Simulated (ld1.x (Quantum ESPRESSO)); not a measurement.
## Pd (Z = 46), TM: configuration errors across variants

- Element: palladium (Pd)
- Generator: ld1.x (Quantum ESPRESSO) 7.5
- Type: norm-conserving Troullier–Martins (Kleinman–Bylander form)
- Functional: LDA (PZ)
- Relativity: non-relativistic
- Frozen core: [Ar] 3d10
- Valence charge: 18
- Reference configuration: 4s2 4p6 4d10 5s0
- Partial waves: 4p (bound): rc 1.15 bohr; 4d (bound): rc 1.75 bohr; 4s (bound): rc 1.05 bohr
- Local potential: the s channel
- Core correction: Bessel-smoothed model core inside 0.65 bohr

All-electron excitation energies from the reference (eV): (1) 4s2 4p6 4d9 5s0 9.526; (2) 4s2 4p6 4d8 5s0 30.895; (3) 4s2 4p6 4d7 5s0 65.922; (4) 4s2 4p6 4d9.5 5s0 3.420; (5) 4s2 4p5 4d10 5s0 55.434; (6) 4s2 4p6 4d9 5s1 2.128; (7) 4s2 4p6 4d8 5s1 14.966; (8) 4s2 4p6 4d9 5s0 spin 9.381; (9) 4s2 4p6 4d8 5s0 spin 30.259.

Spin tests fill each open shell by Hund’s rule, majority spin first.

3 further variants failed, have other tests or another functional or relativity, and are left out.

Errors AE − PS in meV (a dash: test not solved or not reliable):

```tsv
change	(1)	(2)	(3)	(4)	(5)	(6)	(7)	(8)	(9)	bound ghosts
base	+0.1	+2.5	+15	-0.1	-13	+79	+134	+4.7	+24	none
wave 4d (bound): rc 1.75 bohr becomes 4d (bound): rc 1.30 bohr	+0.6	+4.9	+18	+0.1	+4.4	+79	+135	+3.7	+19	none
local potential all-electron potential smoothed inside 1.35 bohr (lloc = -1)	-0.3	-0.1	+7.3	-0.1	-15	+31	+55	+4.3	+21	none
wave 4s (bound): rc 1.05 bohr becomes 4s (bound): rc 1.28 bohr	+1.4	+11	+42	+0.2	-3.9	+303	+510	+6.3	+34	none
all radii but the core radius scaled by about 0.72 (s 0.76, p 0.82, d 1.26 bohr)	+0.9	+6.2	+23	+0.2	+5.5	+198	+338	+4.0	+21	none
core correction Bessel-smoothed model core inside 0.56 bohr	0.0	+2.5	+15	-0.1	-13	+79	+134	+4.7	+24	none
type TM semilocal; local potential the p channel	-1.8	-8.5	-15	-0.4	-21	+77	+125	+2.8	+13	none
```

Q: Give the same row for: wave 4p (bound): rc 1.15 bohr becomes 4p (bound): rc 1.44 bohr.

A: 0.0, +2.6, +17, -0.1, -30, +78, +134, +5.3, +27; bound ghosts: none.
